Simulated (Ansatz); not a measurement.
```xyz
10

B    -1.2459   -1.4314    1.0705
Sn   -0.2199    0.5395    0.8367
Si    1.0296    0.5380   -1.4133
H    -0.6778   -2.3583    1.5643
H    -2.3513   -1.5964    0.6502
H     0.9334    0.8423    2.0638
H    -1.3056    1.8619    0.8218
H     0.0740    0.3220   -2.5324
H     1.7240    1.8360   -1.6224
H     2.0395   -0.5536   -1.4390
```

Charge 0, multiplicity 1. Sn: def2 effective core potential.

Task: List the r2SCAN/def2-TZVPP orbital energies in eV (the Gaussian-basis code of Ansatz). (Estimate.)

Result: Computed: Occupied: -1791.12, -181.35, -141.60, -136.72, -96.46, -96.44, -96.44, -91.54, -91.51, -91.48, -25.95, -25.93, -25.88, -25.81, -25.81, -14.34, -13.31, -11.84, -9.28, -9.01, -8.96, -7.87, -7.46, -6.81. Lowest empty: -3.18, -0.28, -0.19, 0.16, 0.74, 1.12, 1.17, 1.26.
